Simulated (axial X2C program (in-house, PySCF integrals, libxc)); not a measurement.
**RbN: bond constants with and without spin–orbit coupling**

Calculated with an in-house all-electron X2C program for linear molecules (integrals from PySCF). Spin-free means the one-electron spin-free X2C Hamiltonian; two-component (2c) means X2C with spin–orbit coupling and atomic mean-field two-electron Coulomb and Gaunt terms, so the difference of the two also holds small scalar two-electron terms. Basis: Rb dyall-cv3z [12s13p8d4f1g], N dyall-av3z [7s7p3d2f] (cores contracted in-house); Gaussian nuclei, density fitting, unrestricted open shells. Masses: Rb 84.912 u, N 14.003 u.

State, spin-free: M_S = 1, Λ = 0 (beyond evenly filled blocks: π+α, π-α); electrons by block: σα: 11, σβ: 11, π+α: 5, π+β: 4, π-α: 5, π-β: 4, δ+α: 1, δ+β: 1, δ-α: 1, δ-β: 1. Fragments: Rb + N.

State, 2c: Ω = 1 (⟨Sz⟩ = 1.00, ⟨Lz⟩ = 0.00 at PBE0); electrons by block: 1/2: 15, -1/2: 16, 3/2: 6, -3/2: 5, 5/2: 1, -5/2: 1. Fragments: Rb + N.

```
Hamiltonian  level  Re (Å)  ωe (cm⁻¹)  ωexe (cm⁻¹)  αe (cm⁻¹)  De (eV)  D0 (eV)  k (mdyn/Å)  μ (D)
         2c   PBE0   2.642      276.8         2.53    0.00218     1.07     1.05       0.543  -8.05
         2c    M06   2.648      291.9          n/a    0.00173     1.24     1.22       0.603  -8.77
```

Spin-free values that have a 2c row agree with it to the digits that matter (0.001 Å, 0.01 eV) and are not repeated.

Dipoles are positive if N is the positive end.

One determinant describes the state; a PBE0 search over occupations chose it and may have missed a lower one. De is counted from the lowest determinant-based energies of the atoms at the same level, without counterpoise correction. Density functionals use the spin component along the axis (collinear). Other states lie close and PBE0, whose exact exchange favours high spin, may order them wrongly; the determinant shown need not be the ground state. The nearest other 2c determinant of the search, Ω = 2, lies 0.28 eV up at the distance of the search. With several unpaired electrons one determinant need not be a pure state. Open-shell Ω = 0 determinants with evenly filled partner blocks cannot be reached by this program, so the Ω shown need not be the lowest component. This is the Ω = 1 component of a π² triplet; the 0⁺ component is not one determinant and can lie lowest. The determinant is spin-polarised beyond a pure state at some levels (its spin-free form has ⟨S²⟩ too high), which makes Re and μ there less reliable.

No reliable constants came from CCSD (2c), CCSD (spin-free), CCSD(T) (2c), CCSD(T) (spin-free), HF (2c), HF (spin-free), MP2 (2c), MP2 (spin-free): no minimum in range, unconverged points, a curve that is not smooth, a change of character along it, or the two Hamiltonians disagreeing along it.

Rough cost a point (2c) on 1 thread(s) of a shared host, integrals apart: PBE0 0.8 s, M06 1.3 s.

The whole task took 3.1 min on 1 thread of INTEL(R) XEON(R) PLATINUM 8581C CPU @ 2.10GHz (Emerald Rapids) (shared host).
